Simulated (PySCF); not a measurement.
What does the GFN2-xTB structure of `C=C/C=C/COC(F)F` look like in three dimensions?

```
atom  x, y, z in Å
C1     3.0344    0.1805   -1.3238
C2     2.2486   -0.0261   -0.2721
C3     0.8658   -0.4314   -0.3831
C4     0.0608   -0.6248    0.6613
C5    -1.3705   -1.0433    0.5485
O6    -2.2575   -0.1258    1.2067
C7    -2.3152    1.0914    0.6399
F8    -3.0915    1.0859   -0.4836
F9    -2.9063    1.9376    1.4924
H10    2.6743    0.0480   -2.3310
H11    4.0599    0.4884   -1.2177
H12    2.6285    0.1134    0.7311
H13    0.4920   -0.5866   -1.3877
H14    0.4166   -0.4675    1.6705
H15   -1.6693   -1.1561   -0.5001
H16   -1.5435   -1.9850    1.0754
H17   -1.3341    1.5133    0.3424
```

Any rigid rotation of these coordinates is as good. Atoms count from 1 in this order. The 4 C–C bonds span 1.329 Å (C1=C2, drawn double) to 1.496 Å (C4–C5, drawn single), a spread of 0.167 Å. The 2 C–F bonds span 1.339 Å (C7–F9, drawn single) to 1.366 Å (C7–F8, drawn single), a spread of 0.027 Å. Of the pairs four or more bonds apart, C4···H17 is among the closest relative to their van der Waals radii: 2.57 Å, 89 % of the sum of Bondi's values. The C–O distances run from 1.344 Å (O6–C7, drawn single) to 1.436 Å (C5–O6, drawn single), a spread of 0.092 Å.

Bonds between heavy atoms (Å): C1=C2 1.329, C2–C3 1.445, C3=C4 1.333, C4–C5 1.496, C5–O6 1.436, O6–C7 1.344, C7–F8 1.366, C7–F9 1.339.

The geometry is computed with GFN2-xTB (gas phase).

Point group: C1 (no symmetry element, even within 0.4 Å). GFN2-xTB frequencies: not computed here. The numbers are those of one conformer (C1–C2–C3–C4 -179°, C3–C4–C5–O6 -124°, C4–C5–O6–C7 67°, C5–O6–C7–F8 78°).
